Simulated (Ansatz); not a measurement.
Mulliken charges of GeH5NSi (`[NH]1[SiH2][GeH2]1`) from r2SCAN/def2-TZVPP in Ansatz (PBE0-D4/def2-TZVP geometry).

```
atom   x (Å)   y (Å)   z (Å)  charge (e)
  N1  -0.705  -0.213  -0.657      -0.509
 Si2  -0.040   1.178   0.063       0.398
 Ge3   0.613  -0.990   0.425       0.177
  H4  -1.415  -0.504  -1.305       0.150
  H5   0.733   2.130  -0.780      -0.090
  H6  -0.859   1.952   1.035      -0.091
  H7   1.717  -1.712  -0.368      -0.017
  H8   0.048  -1.897   1.532      -0.017
```

By hand: the dipole of these point charges (1 e Å = 4.8032 D).

Σ q r = (0.221, 0.018, 0.195) e Å, of length 0.295 e Å = 1.42 D.

How does the dipole of the full density compare? (An estimate is asked.)

The calculation gave: (-0.084, -0.040, -0.076) e Å, 0.58 D; the point charges give 2.45 times that, at 164° from its direction, so they point the opposite way.

Point charges leave out the atoms' own dipoles, such as those of lone pairs, and Mulliken's split depends on the basis, so the two needn't agree.
